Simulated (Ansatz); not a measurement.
The inner images of a band of Cl$_{2}$GaH$_{4}$NO (9 atoms, charge 0, multiplicity 1) are given out of order.

Method: Ansatz 0.2.0, RHF/def2-SVP.

Image 0:

```xyz
9
Properties=species:S:1:pos:R:3
Ga -0.054 0.108 0.372
N 0.035 -0.252 2.171
H -0.642 -0.880 2.563
H 0.931 -0.441 2.579
Cl 1.766 0.279 -0.792
Cl -1.848 -0.504 -0.710
O -0.615 2.122 0.617
H -1.342 2.466 0.113
H -0.766 2.285 1.542
```

Image 8:

```xyz
9
Properties=species:S:1:pos:R:3
Ga -0.296 0.540 0.104
N -0.091 0.126 2.128
H -0.718 -0.604 2.431
H 0.851 -0.141 2.370
Cl 1.722 0.213 -0.657
Cl -1.777 -0.926 -0.542
O -0.837 2.221 0.362
H -1.068 2.777 -0.364
H -0.323 0.975 2.622
```

Q: Put them in order from the first end to the last, with their energies above the first end.
A.
```xyz
9
Properties=species:S:1:pos:R:3
Ga -0.094 0.237 0.096
N -0.106 0.091 2.043
H -0.788 -0.519 2.462
H 0.767 -0.030 2.530
Cl 1.828 0.185 -0.879
Cl -1.787 -0.691 -0.883
O -0.565 2.003 0.771
H -1.306 2.558 0.575
H -0.485 1.349 1.739
```
B.
```xyz
9
Properties=species:S:1:pos:R:3
Ga -0.054 0.094 0.286
N -0.016 -0.136 2.119
H -0.693 -0.752 2.531
H 0.870 -0.277 2.569
Cl 1.791 0.221 -0.837
Cl -1.816 -0.599 -0.787
O -0.590 2.096 0.655
H -1.367 2.518 0.313
H -0.663 2.016 1.604
```
C.
```xyz
9
Properties=species:S:1:pos:R:3
Ga -0.167 0.441 0.015
N -0.093 0.106 2.064
H -0.778 -0.509 2.471
H 0.794 -0.032 2.519
Cl 1.807 0.137 -0.823
Cl -1.784 -0.752 -0.818
O -0.582 2.117 0.548
H -1.349 2.601 0.301
H -0.385 1.072 2.177
```
D.
```xyz
9
Properties=species:S:1:pos:R:3
Ga -0.060 0.113 0.197
N -0.064 -0.031 2.065
H -0.750 -0.623 2.495
H 0.808 -0.126 2.552
Cl 1.813 0.192 -0.874
Cl -1.790 -0.670 -0.853
O -0.565 2.060 0.722
H -1.348 2.553 0.519
H -0.582 1.713 1.630
```
E.
```xyz
9
Properties=species:S:1:pos:R:3
Ga -0.196 0.491 0.036
N -0.083 0.121 2.086
H -0.748 -0.542 2.450
H 0.825 -0.080 2.473
Cl 1.792 0.114 -0.752
Cl -1.789 -0.787 -0.726
O -0.633 2.177 0.461
H -1.345 2.638 0.054
H -0.360 1.050 2.372
```
F.
```xyz
9
Properties=species:S:1:pos:R:3
Ga -0.237 0.526 0.077
N -0.080 0.127 2.110
H -0.728 -0.575 2.433
H 0.847 -0.125 2.417
Cl 1.764 0.133 -0.684
Cl -1.789 -0.831 -0.636
O -0.719 2.216 0.404
H -1.264 2.697 -0.194
H -0.331 1.012 2.527
```
G.
```xyz
9
Properties=species:S:1:pos:R:3
Ga -0.131 0.354 0.038
N -0.110 0.111 2.046
H -0.799 -0.499 2.458
H 0.765 -0.013 2.527
Cl 1.824 0.179 -0.866
Cl -1.786 -0.701 -0.880
O -0.566 2.042 0.677
H -1.318 2.579 0.505
H -0.417 1.130 1.950
```

A: B (+0.03 eV), D (+0.17 eV), A (+0.60 eV), G (-0.07 eV), C (-0.51 eV), E (-0.68 eV), F (-0.75 eV).

Time of the run: 2.6 min on 2 threads of Arm Neoverse V1, on a shared host, peak memory 0.27 GiB.
